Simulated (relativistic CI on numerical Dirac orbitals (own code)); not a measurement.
# Level scheme of Br31+

Computed by Dirac-Coulomb-Breit CI, separate exchange-only KLI orbitals for each configuration, QED by a radiative potential, unscaled Slater integrals (own radial code, finite nucleus).

Configurations in the expansion (outside the closed core 1s2): 2s2, 2s 2p, 2p2, 2p 3s, 2p 3p, 2s 3s, 2s 3p, 2s 3d, 2s 4s, 2s 4p, 2s 4d, 2s 4f, 2s 5s, 3s2, 2s 5p, 2s 5d, 2s 5f, 2s 5g, 3s 3p, 3p2. Levels of other configurations are missing.

| No. | Configuration | Term | J | E (Ry) | % | Landé g | Lifetime (s) |
| --- | --- | --- | --- | --- | --- | --- | --- |
| 1 | 2s2 | 1S | 0 | 0.000 | 97 |  |  |
| 2 | 2s 2p | 3P° | 0 | 4.463 | 100 |  |  |
| 3 | 2s 2p | 3P° | 1 | 5.181 | 91 | 1.444 | 2.94e-09 |
| 4 | 2s 2p | 3P° | 2 | 8.562 | 100 | 1.493 | 1.62e-06 |
| 5 | 2s 2p | 1P° | 1 | 11.892 | 91 | 1.040 | 1.93e-11 |
| 6 | 2p2 | 3P | 0 | 12.700 | 83 |  | 5.04e-11 |
| 7 | 2p2 | 3P | 1 | 15.754 | 100 | 1.494 | 2.56e-11 |
| 8 | 2p2 | 1D | 2 | 16.485 | 50 | 1.241 | 3.51e-11 |
| 9 | 2p2 | 3P | 2 | 20.384 | 50 | 1.244 | 2.20e-11 |
| 10 | 2p2 | 1S | 0 | 22.938 | 81 |  | 1.13e-11 |
| 11 | 2s 3s | 3S | 1 | 154.926 | 99 | 1.995 | 7.47e-14 |
| 12 | 2s 3s | 1S | 0 | 155.830 | 98 |  | 1.74e-13 |
| 13 | 2s 3p | 3P° | 0 | 157.136 | 100 |  | 1.75e-11 |
| 14 | 2s 3p | 3P° | 1 | 157.166 | 68 | 1.334 | 6.20e-14 |
| 15 | 2s 3p | 1P° | 1 | 158.263 | 60 | 1.167 | 3.28e-14 |
| 16 | 2s 3p | 3P° | 2 | 158.334 | 100 | 1.496 | 2.38e-11 |
| 17 | 2s 3d | 3D | 1 | 159.376 | 97 | 0.498 | 1.13e-14 |
| 18 | 2s 3d | 3D | 2 | 159.514 | 96 | 1.158 | 1.21e-14 |
| 19 | 2s 3d | 3D | 3 | 159.777 | 100 | 1.330 | 1.26e-14 |
| 20 | 2s 3d | 1D | 2 | 160.529 | 96 | 1.003 | 1.58e-14 |
| 21 | 2p 3s | 3P° | 0 | 160.607 | 100 |  | 1.48e-13 |
| 22 | 2p 3s | 3P° | 1 | 160.928 | 71 | 1.354 | 9.56e-14 |
| 23 | 2p 3p | 3D | 1 | 162.040 | 70 | 0.662 | 6.89e-14 |
| 24 | 2p 3p | 3P | 0 | 163.318 | 78 |  | 3.65e-14 |
| 25 | 2p 3p | 3P | 1 | 163.699 | 40 | 1.448 | 4.58e-14 |
| 26 | 2p 3p | 3D | 2 | 163.742 | 67 | 1.171 | 4.74e-14 |
| 27 | 2p 3s | 3P° | 2 | 164.803 | 100 | 1.494 | 1.55e-13 |
| 28 | 2p 3s | 1P° | 1 | 165.265 | 71 | 1.123 | 8.35e-14 |
| 29 | 2p 3p | 3P | 1 | 166.721 | 58 | 1.333 | 4.02e-14 |
| 30 | 2p 3p | 3P | 2 | 166.912 | 36 | 1.227 | 3.66e-14 |
| 31 | 2p 3p | 3D | 3 | 167.446 | 100 | 1.329 | 5.38e-14 |
| 32 | 2p 3p | 3S | 1 | 167.516 | 55 | 1.536 | 4.48e-14 |
| 33 | 2p 3p | 3P | 2 | 168.456 | 51 | 1.252 | 3.55e-14 |
| 34 | 2p 3p | 1S | 0 | 169.415 | 77 |  | 3.70e-14 |
| 35 | 2s 4s | 3S | 1 | 208.219 | 100 | 1.996 | 1.54e-13 |
| 36 | 2s 4s | 1S | 0 | 208.560 | 100 |  | 1.52e-13 |
| 37 | 2s 4p | 3P° | 0 | 209.055 | 100 |  | 2.68e-13 |
| 38 | 2s 4p | 3P° | 1 | 209.087 | 76 | 1.376 | 1.08e-13 |
| 39 | 2s 4p | 3P° | 2 | 209.553 | 100 | 1.497 | 2.92e-13 |
| 40 | 2s 4p | 1P° | 1 | 209.644 | 76 | 1.119 | 4.89e-14 |
| 41 | 2s 4d | 3D | 1 | 210.015 | 100 | 0.499 | 3.07e-14 |
| 42 | 2s 4d | 3D | 2 | 210.055 | 95 | 1.155 | 3.09e-14 |
| 43 | 2s 4d | 3D | 3 | 210.163 | 100 | 1.331 | 3.15e-14 |
| 44 | 2s 4d | 1D | 2 | 210.404 | 95 | 1.008 | 3.14e-14 |
| 45 | 2s 4f | 3F° | 2 | 210.455 | 100 | 0.666 | 6.69e-14 |

Energies count from the lowest computed level; ° marks odd parity; lifetimes are radiative, by E1, M1, E2, M2 decay to levels of this space only; some are left blank where a channel outside the calculation adds to the decay or the decay crosses a small, uncertain gap.

The mean weight of the leading LS term, summed over parents, in these 45 levels is 84 %, and that of the leading jj configuration (from the same eigenvectors) 96 %, so jj coupling describes them better and the LS labels are nominal.

At this charge energies of transitions that change n are usually good to better than 1 %, and those within a shell (Δn = 0) to a few per cent.

LS names give the leading component of a level, which can be under half, so a name can repeat, a term be missing and a line seem to break the LS rules.
